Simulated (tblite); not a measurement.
Run record: tight-binding relaxation, `C[C@@H](F)[C@H]1CC[Si@H]1C(=O)O`.

Computed with GFN2-xTB geometry optimisation, gas phase (tblite 0.8.0). Start geometry: from a force field or distance geometry. The command runs a driver script over a list of jobs; the input below is this job's line of settings and its coordinates in Å.

Command:
```bash
OMP_NUM_THREADS=1 python probes_run.py task.json out
```

Input:
```
{"job": {"kind": "relax", "xc": "GFN2-xTB", "basis": "xTB"}, "charge": 0, "multiplicity": 1}
C     -2.761300    -0.018900     0.382200
C     -1.318000    -0.062600     0.797000
F     -1.208800    -0.905200     1.883100
C     -0.453500    -0.632700    -0.306700
C     -0.117500     0.302000    -1.500500
C      1.308000    -0.265700    -1.766700
Si     1.424900    -0.678900     0.079500
C      2.069300     0.680000     1.185700
O      1.569700     1.785700     1.110200
O      3.070600     0.434100     2.050500
H     -3.137300    -1.016200     0.117000
H     -2.916900     0.638900    -0.477500
H     -3.396000     0.346800     1.218900
H     -0.986400     0.927800     1.125000
H     -0.783000    -1.629600    -0.614400
H     -0.798600     0.189400    -2.349600
H     -0.121500     1.379900    -1.257500
H      2.040300     0.454900    -2.132700
H      1.332100    -1.154200    -2.391000
H      1.957900    -2.053300     0.333900
H      3.217000     1.294700     2.513100
```

Output:
```
step      E/eV     max force
  0    -898.32203    2.360
  1    -898.47650    1.018
  2    -898.53397    1.013
  3    -898.57131    0.861
  4    -898.60442    0.495
  5    -898.62118    0.248
  6    -898.63105    0.249
  7    -898.64405    0.356
  8    -898.65306    0.356
  9    -898.65996    0.259
... (103 lines left out)
113    -898.72352    0.015
114    -898.72358    0.015
115    -898.72362    0.015
116    -898.72367    0.016
117    -898.72370    0.013
118    -898.72374    0.014
119    -898.72377    0.011
120    -898.72379    0.010
121    -898.72382    0.011
122    -898.72383    0.009
```

«max force» is the largest atomic force in eV/Å.

Task: From which step on does the largest force stay under 0.1 eV/Å, and how much energy is left to gain from there?

Result: From step 40 (0.091 eV/Å), 12.1 meV above the end.

Main results: energy lowered by 9.3 kcal/mol over 122 steps; largest atomic force 0.009 eV/Å at the end.

Task: Give the final coordinates.

Result: 0.338 Å rms from the input after alignment:
```
atom  x, y, z in Å
C1    -2.7469    0.0415    0.4210
C2    -1.2593    0.0701    0.7337
F3    -1.0562   -0.5217    1.9775
C4    -0.4152   -0.6750   -0.2874
C5    -0.2297    0.0546   -1.6357
C6     1.3033   -0.0502   -1.7934
Si7    1.4880   -0.7093   -0.0033
C8     2.0347    0.6367    1.2475
O9     1.6461    1.7769    1.2715
O10    2.9137    0.1599    2.1318
H11   -3.0990   -0.9873    0.3886
H12   -2.9243    0.5098   -0.5426
H13   -3.3040    0.5772    1.1858
H14   -0.9028    1.1016    0.8446
H15   -0.8438   -1.6688   -0.4289
H16   -0.7802   -0.4068   -2.4540
H17   -0.5411    1.0948   -1.5565
H18    1.7806    0.8952   -2.0393
H19    1.5869   -0.7691   -2.5585
H20    2.1807   -1.9537    0.3133
H21    3.1594    0.8405    2.7840
```

Hardware: an Arm Neoverse V1 with one thread, no GPU (shared host). Cost: 1.1 s.
Labels such as C1 count atoms from 1, the log's own numbers from 0.
